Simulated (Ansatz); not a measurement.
Job for Ansatz (a program for electronic structure): R-r2SCAN/def2-TZVPP on CH4BFO (SMILES CB(O)F), a point of a torsion scan.

Ansatz 0.2 input:
```yaml
crystal:
  periodic: [false, false, false]
  atoms:
    - {symbol: C, position_ang: [-0.85196729, -0.18753182, -0.06550549]}
    - {symbol: B, position_ang: [0.58111383, 0.48661505, 0.04783645]}
    - {symbol: O, position_ang: [1.69505044, 0.12292198, -0.60913959]}
    - {symbol: F, position_ang: [0.70508159, 1.55541409, 0.84073801]}
    - {symbol: H, position_ang: [-1.59501463, 0.54422245, -0.37473426]}
    - {symbol: H, position_ang: [-0.87920738, -1.01921835, -0.76274506]}
    - {symbol: H, position_ang: [-1.17046982, -0.55421443, 0.90751126]}
    - {symbol: H, position_ang: [1.75232289, 0.07942748, -1.55593729]}
basis:
  gaussian:
    orbitals: def2-TZVPP
hamiltonian:
  xc: {name: r2SCAN}
scf: {lower_state_search: off}
```

The head of its log:

```
WARN ansatz: RAYON_NUM_THREADS=1 ignored (pool sized by the plan → 1); use --threads N
Functional definition: r2SCAN
these checks for a lower state are left out or cut short: stability, starts, cluster_reference, orbital_swaps, neighbouring_geometries, increment
integrals: 0.07 GiB planned
892 factors; their error is unknown
mean field: 0.62 GiB planned
mean field evaluation 1: about -6534.6795 eV, gradient 7.7e1 eV
mean field evaluation 2: about -6524.3358 eV, gradient 1.0e2 eV
```

Question: Predict the final total energy.

Answer: -240.5315 hartree.
